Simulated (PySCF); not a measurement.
# C₆ coefficients of unlike pairs at PBE0

Calculated with PySCF 2.14 from the dipole response of each species, C₆(A,B) = (3/π) ∫ α_A(iu) α_B(iu) du, in atomic units, from isotropic polarisabilities. For ions this is the dispersion term alone; charge-induced terms of lower order in 1/R come first.

```json
{"species": "He", "configuration": "1s2 (1S)", "basis": "aug-cc-pVTZ-DK (4s3p2d)", "relativity": "spin-free X2C", "α (bohr³)": "1.466", "C₆ (like pair)": "1.600"}
{"species": "Al⁺", "configuration": "[Ne] 3s2 (1S)", "basis": "aug-cc-pV(5+d)Z (8s7p6d4f3g2h)", "relativity": "none", "α (bohr³)": "24.85", "C₆ (like pair)": "127.7"}
{"species": "Sn⁺", "configuration": "[Kr] 4d10 5s2 5p1 (2P)", "basis": "aug-cc-pwCVDZ-PP with ECP28MDF (6s5p4d1f)", "relativity": "core potential", "α (bohr³)": "27.35", "C₆ (like pair)": "206.0"}
{"species": "Co", "configuration": "[Ar] 3d7 4s2 (4F)", "basis": "x2c-TZVPPall with one added diffuse shell each of s, p, d, f type (7s6p5d3f1g)", "relativity": "spin-free X2C", "α (bohr³)": "55.58", "C₆ (like pair)": "473.7"}
```

Estimate C₆ for Co with Sn⁺.

The integral gives 301.8. The combination rule 2 C_A C_B / (C_A α_B/α_A + C_B α_A/α_B) gives 299.4 and the geometric mean 312.4.

No spin-orbit coupling is included.

The other pairs:

| pair | C₆ |
| --- | --- |
| Co, He | 22.10 |
| Sn⁺, Al⁺ | 159.5 |
| Sn⁺, He | 16.68 |
| Co, Al⁺ | 244.1 |
| Al⁺, He | 11.95 |
